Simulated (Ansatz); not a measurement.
Species: sum formula BNH$_{2}$F$_{2}$, net charge 0, singlet state. SMILES: FB(F)N
Coordinates optimised at B3LYP-D3(BJ)/def2-TZVP (Ansatz, a program for electronic structure):
```xyz
6

B      0.0183    -0.0197     0.0248
F      1.2393    -0.4934    -0.2319
F     -0.5103    -0.2912     1.2198
N     -0.6792     0.7310    -0.9204
H     -1.5987     1.0964    -0.7469
H     -0.2993     0.9462    -1.8251
```
Charge 0, spin multiplicity 1.

Wanted: atomisation energy (electronic, to ground-state atoms), in kJ/mol. Valence correlation only, unless marked. UHF or UKS for open shells. Spin-orbit coupling is left out. No relativistic terms. The coupled-cluster limit lacks core correlation, which all-electron functionals hold. CBS(X,Y): correlation extrapolated as X^-3; Hartree-Fock from the larger set. [CCSD(T)-MP2]/basis is that difference in the basis named.

```
level                          program  atomisation energy (kJ/mol)
----------------------  --------------  ---------------------------
HF/cc-pVTZ                      Ansatz                       1909.5
BLYP-D3(BJ)/def2-TZVPD  Ansatz + dftd3                       2609.8
```

### Question
What does RI-MP2/CBS(aug-cc-pVTZ,aug-cc-pVQZ)+[CCSD(T)-MP2]/aug-cc-pVTZ (Ansatz) give?

### Answer
2594.2 kJ/mol, so BLYP-D3(BJ)/def2-TZVPD differs from it by 15.6 kJ/mol.
